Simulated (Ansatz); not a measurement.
`C[O][Ge][O]C` and `C[O][Ge][F]` differ in one atom or group.

Ansatz, PBE0-D4/def2-TZVP geometries, multiplicity 1. Each molecule was computed in one conformer, which needn't be the lowest.

Scalar relativity is left out up to krypton.

```
                                      property  `C[O][Ge][O]C`
           LUMO energy (B3LYP/def2-TZVPP) / eV           -1.68
          HOMO–LUMO gap (PBE0/def2-TZVPP) / eV            5.95
size of the dipole moment (PBE/def2-TZVPP) / D            1.27
             HOMO energy (PBE/def2-TZVPP) / eV           -6.18
             LUMO energy (PBE/def2-TZVPP) / eV           -2.19
         HOMO energy (ωB97M-V/def2-TZVPP) / eV           -9.65
```

(1) Give the same properties after the change, and the shifts. (Best estimate.)

Answers

(1) Computed: 
| property | `C[O][Ge][F]` | shift |
| --- | --- | --- |
| LUMO energy (B3LYP/def2-TZVPP) / eV | -2.16 | -0.48 |
| HOMO–LUMO gap (PBE0/def2-TZVPP) / eV | 6.26 | 0.31 |
| size of the dipole moment (PBE/def2-TZVPP) / D | 0.83 | -0.44 |
| HOMO energy (PBE/def2-TZVPP) / eV | -6.88 | -0.70 |
| LUMO energy (PBE/def2-TZVPP) / eV | -2.67 | -0.48 |
| HOMO energy (ωB97M-V/def2-TZVPP) / eV | -10.44 | -0.79 |

With PBE0 the HOMO falls by 0.77 eV and the LUMO falls by 0.47 eV, so the gap widens by about 0.30 eV. PBE moves the HOMO by -0.70 eV and ωB97M-V by -0.79 eV. The zero-point energy changes by -104.3 kJ/mol with -12 modes. Dipoles are sizes alone; their direction can turn.

B3LYP here is the variant with VWN-RPA as its local correlation; programs differ in this.
